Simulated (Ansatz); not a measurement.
Gas-phase reaction in SMILES: NBN -> N[B]N + H atom (the B-H bond at the site shown breaks; other sites are not compared here)
Geometries: B3LYP-D3(BJ)/def2-TZVP minima from Ansatz (a first-principles code), one conformer each, not searched for the lowest. Frequencies are from Ansatz.

Wanted: bond dissociation energy (0 K, with B3LYP-D3(BJ) harmonic zero-point energies), in kcal/mol. Valence correlation only, unless marked. UHF or UKS for open shells. Spin-orbit coupling is left out. Non-relativistic. CBS(X,Y): correlation extrapolated as X^-3; Hartree-Fock from the larger set. The bracket is a focal-point correction in the basis named.

| level | program | bond dissociation energy (kcal/mol) |
|---|---|---|
| HF/6-31G* | Ansatz | 84.4 |
| HF/aug-cc-pVDZ | Ansatz | 81.9 |
| HF/aug-cc-pVTZ | Ansatz | 82.6 |
| r2SCAN/def2-TZVPD | Ansatz | 99.7 |
| r2SCAN-D3(BJ)/def2-TZVPD | Ansatz + dftd3 | 99.8 |
| B3LYP-D4/def2-TZVPD | Ansatz + dftd4 | 104.1 |
| B3LYP/def2-TZVPD | Ansatz | 103.8 |
| PBE0-D4/def2-TZVP | Ansatz + dftd4 | 100.7 |
| PBE0/def2-TZVP | Ansatz | 100.6 |
| r2SCAN0/def2-TZVPD | Ansatz | 100.3 |
| CAM-B3LYP-D3(BJ)/def2-TZVPD | Ansatz + dftd3 | 104.9 |
| MP2/6-31G* | Ansatz | 96.6 |
| MP2/aug-cc-pVDZ | Ansatz | 99.1 |
| MP2/cc-pVQZ | Ansatz | 103.3 |
| MP2/CBS(cc-pVTZ,cc-pVQZ) | Ansatz | 104.0 |
| SCS-MP2/aug-cc-pVDZ | Ansatz | 101.7 |
| SCS-MP2/cc-pVDZ | Ansatz | 101.1 |
| CCSD/cc-pVTZ | Ansatz | 104.4 |
| CCSD(T)/aug-cc-pVTZ | Ansatz | 104.9 |
| RI-MP2/CBS(aug-cc-pVTZ,aug-cc-pVQZ)+[CCSD(T)-MP2]/aug-cc-pVTZ | Ansatz | 106.2 |
| CCSD(T)/CBS(cc-pVTZ,cc-pVQZ) | Ansatz | 105.8 |
